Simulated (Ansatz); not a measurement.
Geometry optimisation, Ansatz, UHF/def2-SVP.

input.yaml

```yaml
crystal:
  periodic: [false, false, false]
  atoms:
    - { symbol: H, position_ang: [-0.054804, 0.941276, -0.798415] }
    - { symbol: C, position_ang: [-0.505306, -0.230774, 1.223778] }
    - { symbol: C, position_ang: [0.703865, -1.03848, 1.425809] }
    - { symbol: C, position_ang: [-0.538185, -1.639861, 0.812074] }
    - { symbol: Si, position_ang: [0.106524, 1.806899, -1.945822] }
    - { symbol: H, position_ang: [-1.114184, 0.298649, 1.937326] }
    - { symbol: H, position_ang: [0.960094, -1.356814, 2.434982] }
    - { symbol: H, position_ang: [1.562955, -0.859957, 0.786145] }
    - { symbol: H, position_ang: [-1.094879, -2.351637, 1.41916] }
    - { symbol: H, position_ang: [-0.529601, -1.873408, -0.248464] }
    - { symbol: H, position_ang: [-0.683606, 3.050451, -1.785844] }
    - { symbol: H, position_ang: [1.537879, 2.158886, -2.098094] }
    - { symbol: H, position_ang: [-0.350752, 1.09487, -3.162535] }
magnetization:
  spin_polarized: true
  initial_magnetization: 1
basis:
  gaussian: { orbitals: def2-SVP }
hamiltonian:
  xc: hf
relax:
  f_tol: 0.03
  max_steps: 50
```

Launched with:

```bash
$ ansatz run input.yaml --threads 2 --pin off --max-ram 3072MiB --backend cpu --events-out ev --progress --plain --runs-dir out
```

Task: Where does it end, and by what steps?

Result: The forces met the threshold. The force dipped under the threshold on the way, but the program's further checks kept it going. After 12 steps the energy has fallen by 0.142 eV; H6 moved furthest, 1.27 Å.

| step | energy less start (eV) | largest force component (eV/Å) | accepted |
| --- | --- | --- | --- |
| 0 | 0.0000 | 0.625 | yes |
| 1 | -0.0815 | 0.137 | yes |
| 2 | -0.1145 | 0.126 | yes |
| 3 | -0.1131 | 0.412 | no |
| 4 | -0.1222 | 0.046 | yes |
| 5 | -0.1296 | 0.038 | yes |
| 6 | -0.1358 | 0.028 | yes |
| 7 | -0.1388 | 0.050 | yes |
| 8 | -0.1399 | 0.076 | yes |
| 9 | -0.1410 | 0.042 | yes |
| 10 | -0.1414 | 0.022 | yes |
| 11 | -0.1417 | 0.012 | yes |
| 12 | -0.1418 | 0.013 | yes |

```xyz
13
Properties=species:S:1:pos:R:3
H 0.132 1.382 -1.607
C -0.692 -0.686 2.040
C 0.626 -1.304 1.845
C -0.619 -1.905 1.224
Si 0.249 2.331 -2.738
H -1.247 -0.469 2.942
H 1.091 -1.821 2.680
H 1.335 -0.819 1.181
H -1.006 -2.834 1.633
H -0.735 -1.818 0.148
H -0.575 3.530 -2.463
H 1.666 2.733 -2.902
H -0.227 1.680 -3.981
```

Run time: 17 s on 2 threads of AMD EPYC 7R43 64-Core Processor (Zen 3) (shared host), peak memory 0.25 GiB.
